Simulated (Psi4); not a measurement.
Cl$_{5}$Mo (SMILES [Cl][Mo]([Cl])([Cl])([Cl])[Cl]), doublet, at a GFN2-xTB geometry (such geometries of metal compounds can be far from the true shape) (core potentials on Mo); Psi4 with B3LYP/def2-SVP.

Input for Psi4:
```
memory 2 GB

molecule mol {
0 2
Mo    0.009243   -0.075487   -0.045030
Cl    1.901611   -0.159479   -1.129223
Cl    1.036312   -1.049119    1.838865
Cl   -1.022186    0.933754   -1.907684
Cl   -1.711183   -1.395689    0.201517
Cl   -0.227391    1.857031    1.107776
}

set {
  basis def2-svp
  reference uks
  df_basis_scf def2-universal-jkfit
}

energy('b3lyp')
print_variables()
```

### Question
Predict the main parts of the log of this Psi4 run.

### Answer

```
   => Loading Basis Set <=

    Name: DEF2-SVP
    Role: ORBITAL
    Keyword: BASIS

    !!!  WARNING: ECP capability is in beta. Please check occupations closely.  !!!

         ---------------------------------------------------------
                                   SCF
               by Justin Turney, Rob Parrish, Andy Simmonett
                          and Daniel G. A. Smith
                              UKS Reference
         ---------------------------------------------------------

  ==> Geometry <==

    Molecular point group: c1
    Full point group: C1

    Geometry (in Angstrom), charge = 0, multiplicity = 2:

       Center              X                  Y                   Z               Mass
    ------------   -----------------  -----------------  -----------------  -----------------
         MO           0.008853060138    -0.072301059530    -0.043129500715    97.905404820000
         CL           1.901221060138    -0.156293059530    -1.127322500715    34.968852682000
         CL           1.035922060138    -1.045933059530     1.840765499285    34.968852682000
         CL          -1.022575939862     0.936939940470    -1.905783500715    34.968852682000
         CL          -1.711572939862    -1.392503059530     0.203417499285    34.968852682000
         CL          -0.227780939862     1.860216940470     1.109676499285    34.968852682000

  Running in c1 symmetry.

  Rotational constants: A =      0.03304  B =      0.02752  C =      0.02501 [cm^-1]
  Rotational constants: A =    990.44201  B =    824.94968  C =    749.65320 [MHz]
  Nuclear repulsion =  715.373482451066593

  Charge       = 0
  Multiplicity = 2
  Electrons    = 99
  Nalpha       = 50
  Nbeta        = 49

  ==> Algorithm <==

  SCF Algorithm Type is DF.
  DIIS enabled.
  MOM disabled.
  Fractional occupation disabled.
  Guess Type is SAD.
  Energy threshold   = 1.00e-06
  Density threshold  = 1.00e-06
  Integral threshold = 1.00e-12

  ==> Primary Basis <==

  Basis Set: DEF2-SVP
    Blend: DEF2-SVP
    Number of shells: 51
    Number of basis functions: 121
    Number of Cartesian functions: 131
    Spherical Harmonics?: true
    Max angular momentum: 3

  Core potential: DEF2-SVP
    Number of shells: 4
    Number of ECP primitives: 14
    Number of ECP core electrons: 28
    Max angular momentum: 3

  ==> DFT Potential <==

   => LibXC <=

    Version 7.1.2
[...]
      Ntotal   =   98.9999986870 ; deviation = -1.313e-06

   @Spin Contamination Metric:   6.054219786E-03
   @S^2 Expected:                7.500000000E-01
   @S^2 Observed:                7.560542198E-01
   @S   Expected:                5.000000000E-01
   @S   Observed:                5.000000000E-01

    Orbital Energies [Eh]
    ---------------------

    Alpha Occupied:

[...]
    Alpha Virtual:

[...]
    Beta Occupied:

[...]
      49A     -0.310852

    Beta Virtual:

[...]
    Final Occupation by Irrep:
              A
    DOCC [    49 ]
    SOCC [     1 ]
    NA   [    50 ]
    NB   [    49 ]

  @DF-UKS Final Energy: -2368.74788590789331

   => Energetics <=

    Nuclear Repulsion Energy =            715.3734824510665931
    One-Electron Energy =               -4719.0449612435286326
    Two-Electron Energy =                1755.1333289101769424
    DFT Exchange-Correlation Energy =    -120.2097360256086205
    Empirical Dispersion Energy =           0.0000000000000000
    VV10 Nonlocal Energy =                  0.0000000000000000
    Total Energy =                      -2368.7478859078937603

  UHF NO Occupations:
  HONO-2 :   48  A 1.9993230
  HONO-1 :   49  A 1.9990112
  HONO-0 :   50  A 1.0000000
  LUNO+0 :   51  A 0.0009888
  LUNO+1 :   52  A 0.0006770
  LUNO+2 :   53  A 0.0005974
  LUNO+3 :   54  A 0.0003210

Computation Completed

Properties will be evaluated at   0.000000,   0.000000,   0.000000 [a0]

Properties computed using the SCF density matrix

 Multipole Moments:

 ------------------------------------------------------------------------------------
     Multipole            Electronic (a.u.)      Nuclear  (a.u.)        Total (a.u.)
 ------------------------------------------------------------------------------------

 L = 1.  Multiply by 2.5417464519 to convert [e a0] to [Debye]
 Dipole X            :          0.5943693           -0.5620632            0.0323061
 Dipole Y            :         -4.8544467            4.5902508           -0.2641960
 Dipole Z            :         -2.8958994            2.7382064           -0.1576930
 Magnitude           :                                                    0.3093707

 ------------------------------------------------------------------------------------

  Variable Map:
  ----------------------------------------------------------------------------
[...]
  Array Variable Map:
  ----------------------------------------------------------------------------
[...]
[...]
```
